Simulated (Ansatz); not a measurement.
`N[SiH2]CO`, charge 0, multiplicity 1.

Task: Give a relaxed structure at PBE0-D4/def2-TZVP (Ansatz). (Estimate.)

Result: Ansatz gave: 
```xyz
11

N     0.681    1.406   -0.086
Si   -0.614    0.349   -0.544
C    -0.343   -1.213    0.473
O     1.033   -1.561    0.462
H     1.112    1.979   -0.793
H     0.632    1.909    0.787
H    -0.434    0.098   -1.998
H    -1.982    0.894   -0.301
H    -0.710   -1.073    1.502
H    -0.907   -2.054    0.057
H     1.531   -0.735    0.441
```
This is one stationary point; other conformers may exist.
